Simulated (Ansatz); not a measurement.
Geometry optimisation of the cluster Sr₂O₃.

```yaml
crystal:
  periodic: [false, false, false]
  atoms:
    - {symbol: Sr, position_ang: [-1.385860, 1.081880, -1.413450]}
    - {symbol: Sr, position_ang: [0.306960, 0.115240, 1.723320]}
    - {symbol: O, position_ang: [0.743220, -0.714530, -0.285600]}
    - {symbol: O, position_ang: [1.547090, -1.596300, -0.830780]}
    - {symbol: O, position_ang: [-1.211400, 1.113710, 0.806510]}
basis:
  gaussian: {orbitals: def2-SVP}
hamiltonian: {xc: pbe0, dispersion: d4}
scf: {omitted_lower_state_checks: [starts]}
output: {orbitals: {seedname: orbitals}}
relax: {f_tol: 0.02, max_steps: 100}
```

```sh
$ ansatz run in.yaml --threads 4 --pin off --events-out ev --progress --plain --max-ram 3916MiB
```

Shortened log:

```
Functional definition: PBE0
mean field -7798.66870193 eV, -286.5957886684 hartree, gradient 1.0e-5 eV, S^2 0.000000; 0 other end points of the search recorded, 0 dependent functions left out
relax step   1: F+E_penalty+E_count = -7798.76811186 eV  Δ(F+E_penalty+E_count) = +0.000e0 eV  max|allowed force component| = 1.554e0 eV/Å  Δτ_max = 0.0000 Å  (63 SCF iters, accepted)
mean field -7799.21326617 eV, -286.6158010353 hartree, gradient 8.9e-6 eV, S^2 0.000000; 0 other end points of the search recorded, 0 dependent functions left out
relax step   2: F+E_penalty+E_count = -7799.31382257 eV  Δ(F+E_penalty+E_count) = -5.457e-1 eV  max|allowed force component| = 1.796e0 eV/Å  Δτ_max = 0.1947 Å  (81 SCF iters, accepted)
mean field -7799.73142601 eV, -286.6348430582 hartree, gradient 2.1e-5 eV, S^2 0.000000; 0 other end points of the search recorded, 0 dependent functions left out
relax step   3: F+E_penalty+E_count = -7799.83422633 eV  Δ(F+E_penalty+E_count) = -5.204e-1 eV  max|allowed force component| = 1.554e0 eV/Å  Δτ_max = 0.1951 Å  (67 SCF iters, accepted)
mean field -7799.94727429 eV, -286.6427753359 hartree, gradient 2.4e-5 eV, S^2 0.000000; 0 other end points of the search recorded, 0 dependent functions left out
relax step   4: F+E_penalty+E_count = -7800.05201920 eV  Δ(F+E_penalty+E_count) = -2.178e-1 eV  max|allowed force component| = 1.884e0 eV/Å  Δτ_max = 0.1934 Å  (46 SCF iters, accepted)
mean field -7800.49742718 eV, -286.6629930817 hartree, gradient 2.6e-5 eV, S^2 0.000000; 0 other end points of the search recorded, 0 dependent functions left out
relax step   5: F+E_penalty+E_count = -7800.60219929 eV  Δ(F+E_penalty+E_count) = -5.502e-1 eV  max|allowed force component| = 1.216e0 eV/Å  Δτ_max = 0.1995 Å  (41 SCF iters, accepted)
mean field -7800.95817245 eV, -286.6799251584 hartree, gradient 2.3e-5 eV, S^2 0.000000; 0 other end points of the search recorded, 0 dependent functions left out
relax step   6: F+E_penalty+E_count = -7801.06308567 eV  Δ(F+E_penalty+E_count) = -4.609e-1 eV  max|allowed force component| = 1.178e0 eV/Å  Δτ_max = 0.1955 Å  (40 SCF iters, accepted)
mean field -7801.13605889 eV, -286.6864623641 hartree, gradient 2.4e-5 eV, S^2 0.000000; 0 other end points of the search recorded, 0 dependent functions left out
relax step   7: F+E_penalty+E_count = -7801.24168582 eV  Δ(F+E_penalty+E_count) = -1.786e-1 eV  max|allowed force component| = 1.997e-1 eV/Å  Δτ_max = 0.2000 Å  (40 SCF iters, accepted)
mean field -7801.15411528 eV, -286.6871259243 hartree, gradient 1.5e-5 eV, S^2 0.000000; 0 other end points of the search recorded, 0 dependent functions left out
relax step   8: F+E_penalty+E_count = -7801.25940360 eV  Δ(F+E_penalty+E_count) = -1.772e-2 eV  max|allowed force component| = 1.066e-1 eV/Å  Δτ_max = 0.0766 Å  (35 SCF iters, accepted)
mean field -7801.17223580 eV, -286.6877918413 hartree, gradient 1.6e-5 eV, S^2 0.000000; 0 other end points of the search recorded, 0 dependent functions left out
relax step   9: F+E_penalty+E_count = -7801.27807403 eV  Δ(F+E_penalty+E_count) = -1.867e-2 eV  max|allowed force component| = 2.533e-1 eV/Å  Δτ_max = 0.0973 Å  (35 SCF iters, accepted)
mean field -7801.21655746 eV, -286.6894206321 hartree, gradient 2.7e-5 eV, S^2 0.000000; 0 other end points of the search recorded, 0 dependent functions left out
relax step  10: F+E_penalty+E_count = -7801.32335706 eV  Δ(F+E_penalty+E_count) = -4.528e-2 eV  max|allowed force component| = 2.392e-1 eV/Å  Δτ_max = 0.1213 Å  (34 SCF iters, accepted)
mean field -7801.35210466 eV, -286.6944018998 hartree, gradient 1.6e-5 eV, S^2 0.000000; 0 other end points of the search recorded, 0 dependent functions left out
relax step  11: F+E_penalty+E_count = -7801.46011914 eV  Δ(F+E_penalty+E_count) = -1.368e-1 eV  max|allowed force component| = 6.605e-1 eV/Å  Δτ_max = 0.2000 Å  (39 SCF iters, accepted)
mean field -7801.62810950 eV, -286.7045448905 hartree, gradient 1.4e-5 eV, S^2 0.000000; 0 other end points of the search recorded, 0 dependent functions left out
relax step  12: F+E_penalty+E_count = -7801.73692911 eV  Δ(F+E_penalty+E_count) = -2.768e-1 eV  max|allowed force component| = 8.181e-1 eV/Å  Δτ_max = 0.1958 Å  (39 SCF iters, accepted)
mean field -7801.97727974 eV, -286.7173766603 hartree, gradient 1.3e-5 eV, S^2 0.000000; 0 other end points of the search recorded, 0 dependent functions left out
relax step  13: F+E_penalty+E_count = -7802.08724479 eV  Δ(F+E_penalty+E_count) = -3.503e-1 eV  max|allowed force component| = 7.418e-1 eV/Å  Δτ_max = 0.1985 Å  (39 SCF iters, accepted)
mean field -7802.03839777 eV, -286.7196227064 hartree, gradient 1.3e-5 eV, S^2 0.000000; 0 other end points of the search recorded, 0 dependent functions left out
relax step  14: F+E_penalty+E_count = -7802.14943859 eV  Δ(F+E_penalty+E_count) = -6.219e-2 eV  max|allowed force component| = 1.106e0 eV/Å  Δτ_max = 0.1926 Å  (39 SCF iters, accepted)
mean field -7802.12186621 eV, -286.7226901150 hartree, gradient 1.5e-5 eV, S^2 0.000000; 0 other end points of the search recorded, 0 dependent functions left out
relax step  15: F+E_penalty+E_count = -7802.23263539 eV  Δ(F+E_penalty+E_count) = -8.320e-2 eV  max|allowed force component| = 1.550e-1 eV/Å  Δτ_max = 0.0671 Å  (34 SCF iters, accepted)
mean field -7802.12371899 eV, -286.7227582035 hartree, gradient 1.1e-5 eV, S^2 0.000000; 0 other end points of the search recorded, 0 dependent functions left out
relax step  16: F+E_penalty+E_count = -7802.23442255 eV  Δ(F+E_penalty+E_count) = -1.787e-3 eV  max|allowed force component| = 1.816e-2 eV/Å  Δτ_max = 0.0076 Å  (34 SCF iters, accepted)
mean field -7802.12371899 eV, -286.7227582035 hartree, gradient 1.9e-5 eV, S^2 0.000000; 0 other end points of the search recorded, 0 dependent functions left out
Total energy: -7802.23446578 eV, -286.7268280729 hartree
Atom 0 at    -1.085777     0.325518    -1.200655 Å, force     0.013491    -0.006016     0.007442 eV/Å
Atom 1 at     0.665765     0.010294     1.510954 Å, force    -0.001493    -0.001938    -0.015504 eV/Å
Atom 2 at     1.173668    -0.017370    -0.760271 Å, force     0.010654     0.017104    -0.003912 eV/Å
Atom 3 at     0.426756    -1.263012    -0.422226 Å, force    -0.010915    -0.018163     0.003079 eV/Å
Atom 4 at    -1.180403     0.944571     0.872199 Å, force    -0.011737     0.009014     0.008895 eV/Å
Dipole moment:    -0.132635     0.105680     0.097937 e Å
Checks for a lower state left out: starts
```

It took 25 s on 4 threads of Arm Neoverse V2 on a shared host.

In the def2 sets Sr takes a core potential; there is no spin–orbit coupling. The structure holds one bond between oxygen atoms, so isomers without such links may lie far lower. The structure comes from a short search, and lower isomers may exist.
